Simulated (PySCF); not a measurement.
C4H8O2, SMILES CO[C@@H]1C[C@H]1O.

Geometry: B3LYP-D3(BJ)/def2-SVP. The values are those of a single conformer.

Two levels are set side by side: PBE/def2-TZVP (PySCF) and PBE0/def2-TZVP (PySCF). Same geometry, gas phase. Differences are taken from unrounded values.

```csv
quantity,PBE0
orbital gap (eV),8.31
highest occupied level (eV),-7.10
lowest empty level (eV),1.21
dipole moment (D),1.90
mean polarisability (bohr³),56.0
```

Question: What does PBE give, and how far is it from PBE0? (Estimate from the structure and the level; the computed values follow.)

Answer: 
```tsv
quantity	PBE	PBE minus PBE0
orbital gap (eV)	5.93	-2.38
highest occupied level (eV)	-5.63	1.47
lowest empty level (eV)	0.29	-0.92
dipole moment (D)	1.79	-0.11
mean polarisability (bohr³)	58.5	2.5
```

Without exact exchange PBE keeps part of each electron's self-repulsion, which lifts occupied levels and narrows the gap. PBE's more diffuse valence density responds more strongly to a field. Differences between two approximate levels are no errors against the true value.

Rough cost on one machine, each run with all the roots and properties that it gave: PBE0 against PBE within a factor of 2.
